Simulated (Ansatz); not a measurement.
Isolated molecules relaxed with PBE0-D4/def2-TZVP in Ansatz; ΔE leaves out vibrations. CCSD(T)/CBS adds triple-zeta CCSD(T) − MP2 to the extrapolated MP2 energy (def2 sets, frozen cores). This one scheme is used for every species. DFT in def2-TZVPP. Each species was taken in one conformer, which may not be the lowest.

`BOC([SiH3])[SiH3]` + CH₄ → `BOC(C)[SiH3]` + SiH₄  (formal exchange of groups at a C–Si bond)

Is it downhill or uphill in electronic energy at CCSD(T)/CBS, and by how much? (Estimate.)

The calculation gave: Uphill: ΔE = +0.29 eV.

What do these levels give: r2SCAN-D4, PBE0-D4, ωB97X-V, B2PLYP, PBE0, HF/CBS(def2)? (Best estimate.)

Computed: r2SCAN-D4 0.31, PBE0-D4 0.30, ωB97X-V 0.26, B2PLYP 0.27, PBE0 0.27, HF/CBS(def2) 0.19 eV.

Largest T1 diagnostic among the species: 0.014.

The D4 term adds +0.05 eV with B3LYP and +0.03 eV with PBE0; it sums over pairs of atoms, weighted by their polarisabilities, and B3LYP, whose exchange is more repulsive, gets the larger term. In def2-TZVPP, CCSD(T) changes the Hartree–Fock value by +0.08 eV (the triples alone add +0.01 eV) and MP2 by +0.10 eV.

B3LYP here is the variant with VWN-RPA as its local correlation; programs differ in this.
